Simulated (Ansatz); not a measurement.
Gas-phase electronic energies from Ansatz, PBE0-D4/def2-TZVP geometries. CCSD(T)/CBS adds triple-zeta CCSD(T) − MP2 to the extrapolated MP2 energy (def2 sets, frozen cores). This one scheme is used for every species. For Se outer-core shells are correlated without core-valence functions, which leaves a few kJ/mol of doubt a bond. Scalar relativity is left out up to krypton. Each species was taken in one conformer, which may not be the lowest.

Consider the ligand exchange at a B–S bond: `NB(F)S` + H₂Se → `NB(F)[SeH]` + H₂S.

```tsv
species	HF/def2-TZVPP energy (Eh)
`NB(F)S`	-578.08610
H₂Se	-2401.00417
`NB(F)[SeH]`	-2580.37936
H₂S	-398.70765
```

Question: Work out ΔE.

Answer: ΔE = (-2580.37936) + (-398.70765) − (-578.08610) − (-2401.00417) = 0.00326 Eh = +8.6 kJ/mol. CCSD(T)/CBS gives +4.1 kJ/mol.

Largest T1 diagnostic among the species: 0.012.

In def2-TZVPP, CCSD(T) changes the Hartree–Fock value by −3.6 kJ/mol (the triples alone add −0.1 kJ/mol) and MP2 by −5.0 kJ/mol.
